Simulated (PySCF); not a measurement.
# Ir₃S⁺, singlet: structure and spectrum

Method: PBE0/[S def2-SVP, Ir def2-SVP with ECP60], scalar-relativistic core potentials, density fitting, no spin–orbit coupling, PySCF.

The structure is a higher-order saddle point with 2 imaginary modes (one degenerate set).

```
Point group                                                                   : C3v
Bond lengths                                                                  : Ir–Ir 3.009 Å (×3), S–Ir 2.056 Å (×3)
Bond angles                                                                   : Ir–Ir–Ir 60.0° (×3), Ir–Ir–S 43.0° (×6), Ir–S–Ir 94.1° (×3)
Highest occupied level                                                        : -10.13 eV
Lowest empty level                                                            : -9.45 eV
Principal quadrupole moments (Buckingham, traceless) about the centre of mass : -12.44, 6.22, 6.22 D Å
Rotational constants                                                          : 0.01852, 0.01852, 0.009651 cm⁻¹
Dipole moment about the centre of mass                                        : 1.25 D
Principal polarisabilities                                                    : 69.5, 116.8, 116.8 bohr³
Zero-point energy (real modes)                                                : 9.2 kJ/mol
```

Harmonic modes (masses in u: S 31.972, Ir 192.963):
```
symmetry  ω (cm⁻¹)  IR (km/mol, summed over degenerate members)
       e       46i                                            –
      a1        85                                          0.1
      a1       440                                          0.1
       e       505                                          3.3
```

In C3v the vibrations span 2e + 2a1.

Charges (e):
| atom | Mulliken | Löwdin | polar tensor | Mayer order to S1 |
| --- | --- | --- | --- | --- |
| S1 | 0.01 | 1.02 | 0.17 | – |
| Ir2,3,4 | 0.33 | -0.01 | 0.28 | 1.24 |
Other Mayer orders above 0.3: Ir–Ir 0.87 (×3).

Mulliken populations on S1: s 5.89, p 9.79, d 0.30.

Stability towards spin polarisation was not tested. Other isomers or separated fragments may lie lower. At this level a singlet minimum of Cs symmetry lies 245 kJ/mol below this structure. The small gap makes a closed-shell description doubtful. No spin–orbit coupling is included, which matters more the heavier the element.

The final relaxation and frequency run took roughly 8 core-minutes on a shared host.
